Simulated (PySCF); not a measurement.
Gas-phase reaction: 2 CF₃ + C₂F₄ ⇌ 2 C₂F₅

Method: PySCF energies plus ideal-gas RRHO corrections (1 bar). † marks an energy on the PBE0/def2-TZVP geometry and frequencies; other levels use their own. MP2 freezes the core. 6-31G* has spherical d functions here. Open shells (unrestricted): CF₃ (multiplicity 2), C₂F₅ (multiplicity 2); the rest are closed-shell singlets. B3LYP is the form with VWN-RPA correlation. C₂F₅: computed as isolated molecules; such fragments, hydroxides, amides, oligomers or adducts are transient or little studied in the gas. MP2 isn't extrapolated to the basis-set limit.

| level | ΔH°(298 K), kJ |
|---|---|
| B3LYP/6-31G* | [?] |
| B3LYP/def2-TZVP† | [?] |
| BLYP/def2-TZVP† | -138 |
| HF/6-31G* | [?] |
| MP2/def2-SVP† | [?] |
| PBE/def2-SVP | -185 |
| PBE/def2-TZVP† | -163 |
| PBE0/def2-SVP† | -201 |

Complete the blanks.


- B3LYP/6-31G*, ΔH°(298 K), kJ: -190
- B3LYP/def2-TZVP†, ΔH°(298 K), kJ: -159
- HF/6-31G*, ΔH°(298 K), kJ: -209
- MP2/def2-SVP†, ΔH°(298 K), kJ: -195
